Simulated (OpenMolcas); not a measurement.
# Al2+: effect of the active space

```yaml
Program: OpenMolcas
Method: CASSCF or its RAS form
Basis: ANO-RCC-VTZP
Scalar_Hamiltonian: DKH2, point nucleus
Spin-orbit_coupling: RASSI with atomic mean-field integrals over the reference wave functions, term energies averaged over their components
```

A. 1 electron in 4 orbitals (3s 3p); 2S+1 = 2 even, 1 root; 2S+1 = 2 odd, 3 roots; cost roughly 5 core-seconds
B. 1 electron in 9 orbitals (RAS2 3s 3p; RAS3 3d, at most 1 electron); 2S+1 = 2 even, 1 root; 2S+1 = 2 odd, 3 roots; cost about 8 core-seconds

Energies in cm-1 above 3s 2S 1/2, the measured ground level; measured values from NIST levels in Kelleher and Podobedova, J. Phys. Chem. Ref. Data 37, 709 (2008).

| Level | A | B | Measured |
| --- | --- | --- | --- |
| 3s 2S 1/2 | 0.0 | 0.0 | 0.0 |
| 3p 2P* 1/2 | 52828 | 52828 | 53683 |
| 3p 2P* 3/2 | 53019 | 53019 | 53917 |

Deviations, from unrounded energies. A percentage is the sum of absolute deviations over the sum of measured energies, with the sign that they share, or ± where signs differ.

| Against measurement | Levels | A | B |
| --- | --- | --- | --- |
| mean absolute deviation (cm-1) | 2 | 880 | 880 |
| other configurations (%) | 2 | -1.6 | -1.6 |

A, B lie about equally close to measurement. The largest miss of B in the table is 3p 2P* 3/2, by -900 cm-1. The ranking rests on the paired levels alone, and a cruder setting can come out closer through cancelling errors.

Between A and B no level of the table moves by more than 5 cm-1.

With one active electron the reference holds no correlation, so core polarisation is missing. With one active electron outside closed inactive shells, the extra shells (3d) add no correlation to the reference (holds for B). Measured partners are found by configuration, term and J. A level has none where our copy of the source lacks it or the pairing is in doubt (some pairs that miss far off the trend of their configuration count as doubtful), and it then counts in no deviation. Levels of configurations outside the active space are missing.

* marks odd parity.
